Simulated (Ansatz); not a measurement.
Born–Oppenheimer molecular dynamics of F4H2W (7 atoms, charge 0, multiplicity 1). It starts from a relaxed structure.

Theory: RKS BLYP-D4/def2-SVP (Ansatz).

- ensemble: NVT, Nosé–Hoover chain
- time step: 0.5 fs
- steps asked: 250
- set temperature: 400 K
- thermostat: time constant 1 fs, chain length 1
- seed: 6186

First frame:

```xyz
7
Properties=species:S:1:pos:R:3
W 0.000 0.000 0.000
H 0.000 0.000 1.838
F 1.851 0.000 0.000
F 0.000 1.851 0.000
F -1.851 0.000 0.000
F 0.000 -1.851 0.000
H 0.000 0.000 -1.838
```

**Question.** How far do the bonds stretch over the last three quarters of this one trajectory? (Pairs bonded in most of those frames.)

**Answer.** 
```tsv
bond	mean (Å)	spread (Å)	shortest	longest
W1–H2	1.709	0.027	1.66	1.76
W1–F3	1.919	0.061	1.81	2.01
W1–F4	1.909	0.044	1.83	1.96
W1–F5	1.887	0.014	1.87	1.92
W1–F6	1.892	0.032	1.84	1.94
W1–H7	1.708	0.022	1.67	1.75
```

Mean temperature of the second half: 400 K. The conserved energy stayed within 0.11 meV per atom of its start (net change -0.051 meV per atom), so the integration is sound. A run of 0.12 ps of so small a system gives no equilibrium averages.

Run time: 6.5 min on 2 threads of Intel(R) Xeon(R) CPU @ 2.60GHz (Ice Lake), with other jobs on the host, peak memory 0.2 GiB.
